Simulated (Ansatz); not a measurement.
# Ligand exchange: CH6O2Sn + SiH3(OH) → CH6O3Sn + SiH4

Species: CH6O2Sn `C[O][SnH2][OH]`, singlet; SiH3(OH) (silanol), singlet; CH6O3Sn `C[O][SnH]([OH])[OH]`, singlet; SiH4 `[SiH4]`, singlet. The partners trade H for OH: Sn–H and Si–OH bonds give way to Sn–OH and Si–H.

Shapes, held fixed at every level: PBE0-D4/def2-TZVP. Flexible molecules stand in one conformer, not always the lowest. Programs: Ansatz 0.2.0. Electronic energies: no zero-point or thermal term.

```json
{"level": "B3LYP-D4/def2-TZVPP", "kind": "global hybrid", "ΔE (kJ/mol)": "+44.4", "less CCSD(T)/def2-TZVPP": "+1.0"}
{"level": "PBE0-D4/def2-TZVPP", "kind": "global hybrid", "ΔE (kJ/mol)": "+45.0", "less CCSD(T)/def2-TZVPP": "+1.6"}
{"level": "wB97X-V/def2-TZVPP", "kind": "range-separated hybrid", "ΔE (kJ/mol)": "+43.5", "less CCSD(T)/def2-TZVPP": "+0.1"}
{"level": "B2PLYP/def2-TZVPP", "kind": "double hybrid", "ΔE (kJ/mol)": "+45.0", "less CCSD(T)/def2-TZVPP": "+1.6"}
{"level": "MP2/def2-TZVPP", "kind": "perturbation theory", "ΔE (kJ/mol)": "+44.2", "less CCSD(T)/def2-TZVPP": "+0.8"}
{"level": "CCSD/def2-TZVPP", "kind": "coupled cluster or CI", "ΔE (kJ/mol)": "+47.2", "less CCSD(T)/def2-TZVPP": "+3.8"}
{"level": "CCSD(T)/def2-TZVPP", "kind": "coupled cluster or CI", "ΔE (kJ/mol)": "+43.4", "less CCSD(T)/def2-TZVPP": "0.0"}
```

The highest level, CCSD(T)/def2-TZVPP, gives ΔE = +43.4 kJ/mol; the levels span +43.4 to +47.2. The column of differences is taken from that level and isn't an error. No measured value is set beside it here. For atoms past krypton def2 sets carry core potentials with scalar relativity. Outer-core shells of Sn are correlated, in sets that cover them unevenly.
